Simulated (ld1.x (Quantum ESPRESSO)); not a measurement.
# Pseudopotential generation for oxygen (O): TM, PBE, scalar-relativistic.

```json
{
 "Element": "oxygen",
 "Generator": "ld1.x (Quantum ESPRESSO) 7.5",
 "Type": "norm-conserving Troullier–Martins (Kleinman–Bylander form)",
 "Functional": "PBE",
 "Relativity": "scalar-relativistic",
 "Frozen core": "[He]",
 "Valence charge": "6",
 "Reference configuration": "2s2 2p2 (charge +2)",
 "Partial waves": "2s (bound): rc 0.60 bohr; 2p (bound): rc 1.25 bohr; 3d channel at 0.05 Ry: rc 1.25 bohr",
 "Local potential": "the d channel",
 "Core correction": "Bessel-smoothed model core inside 0.40 bohr"
}
```

Task: Does the generator finish with these settings?

Result: Yes, a potential is produced and its reference levels are reproduced.

Task: Estimate the cutoffs (Ry, on a coarse ladder) from which the occupation-weighted sum of valence levels, in a spherical-Bessel basis at the reference potential, stays within 10 and 1 mRy of its value at 400 Ry.

Result: 200 Ry and over 300 Ry.

Task: Does the potential have ghost states?

Result: No extra level below or beside the all-electron valence levels (s, p, d, f tested).

Task: Which valence shell sets the plane-wave cutoff?

Result: 2s: its level needs over 300 Ry to come within 1 mRy, against 90 Ry for 2p.

Task: Tests: 2s2 2p4; 2s2 2p3; 2s2 2p1; 2s1 2p4; 2s2 2p0; 2s2 2p3.5; 2s0 2p6. Which has the largest error in its energy relative to the reference configuration, and how large is it?

Result: 2s2 2p0, with +627 meV (all-electron minus pseudo) on +130.77 eV.
